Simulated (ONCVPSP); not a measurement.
# Varying the ONCV potential for bismuth (Bi)

Base potential:

ONCVPSP 4.0.1 input, shortened (lines: element, Z, core and valence counts, functional; n l f; lmax; l rc ep ncon nbas qcut; lloc lpopt rc5 dvloc0; l nproj debl; icmod fcfact rcfact), BLYP, fully relativistic:

```
  Bi 83.00   12    3  -106131      upf
    1    0    2.00
    2    0    2.00
    2    1    6.00
    3    0    2.00
    3    1    6.00
    3    2   10.00
    4    0    2.00
    4    1    6.00
    4    2   10.00
    4    3   14.00
    5    0    2.00
    5    1    6.00
    5    2   10.00
    6    0    1.50
    6    1    3.50
    2
    0    1.75    0.00    4    7    3.00
    1    1.90    0.00    3    6    4.40
    2    1.70    0.00    4    8    9.10
    4    5    1.45    6.00
    0    3    1.70
    1    2    3.60
    2    3    1.90
    3    5.25    1.65
```

Open shells are filled in proportion to 2j + 1.

All-electron outer shells of the reference configuration (BLYP, scalar-relativistic, ld1.x):

| shell | level (eV) | outermost node (bohr) | outermost maximum (bohr) |
| --- | --- | --- | --- |
| 4f | -153.24 | – | 0.34 |
| 5p | -96.50 | 0.48 | 0.86 |
| 5d | -27.66 | 0.51 | 1.03 |
| 6s | -14.90 | 0.98 | 1.86 |
| 6p | -4.79 | 1.14 | 2.44 |

Cutoffs, loose and tight: the cutoffs (Ha) at which the residual kinetic energy of the hardest occupied pseudo-wave falls to 1 and 0.1 mHa per electron. They do not see the model core or the augmentation charge, which bear on the density cutoff. Test errors are all-electron minus pseudo excitation energies from the reference, over the configurations 5d10 6s2 6p3; 5d10 6s2 6p2; 5d10 6s2 6p1; 5d10 6s1 6p4. A dash means not determined; rows that change the core or the reference have their own tests.

A true bound ghost makes a file unfit for plane-wave use even where its test errors are small: the radial tests pick states by their node count and pass the ghost by.

| change | outcome | cutoff, loose | cutoff, tight | bound ghosts | GHOST(+) flags above zero | largest test error (meV) |
| --- | --- | --- | --- | --- | --- | --- |
| base | generated | 28 Ha | 33 Ha | s | s, p3/2, p1/2 | -28 |
| core correction Teter function, fcfact 1.4, rcfact 1.65 | generated | 28 Ha | 33 Ha | s | s, p3/2, p1/2 | -10 |
| core correction Teter function, fcfact 2.5, rcfact 1.65 | generated | 28 Ha | 33 Ha | s | s, p3/2, p1/2 | -16 |
| core correction Teter function, fcfact 4.1, rcfact 1.65 | generated | 28 Ha | 33 Ha | s | s, p3/2, p1/2 | -24 |
| core correction Teter function, fcfact 5.1, rcfact 1.65 | generated | 28 Ha | 33 Ha | s | s, p3/2, p1/2 | -28 |
| core correction Teter function, fcfact 5.6, rcfact 1.65 | generated | 28 Ha | 33 Ha | s | s, p3/2, p1/2 | -30 |
| core correction Teter function, fcfact 6.7, rcfact 1.65 | generated | 28 Ha | 33 Ha | s | s, p3/2, p1/2 | -34 |
| core correction Teter function, fcfact 7.4, rcfact 1.65 | generated | 28 Ha | 33 Ha | s | s, p3/2, p1/2 | -36 |

(1) What comes out with this change to the base: core correction Teter function, fcfact 3.3, rcfact 1.65?

Results:

(1) outcome: generated; cutoff, loose: 28 Ha; cutoff, tight: 33 Ha; bound ghosts: s; GHOST(+) flags above zero: s, p3/2, p1/2; largest test error (meV): -20.

Reading the sweep of the fcfact (base included, trends over the rows without a ghost): Bound ghosts are found at 1.4, 2.5, 3.3, 4.1, 5.1, 5.25, 5.6, 6.7, 7.4. Every judged row has one, so this setting neither creates nor removes them.
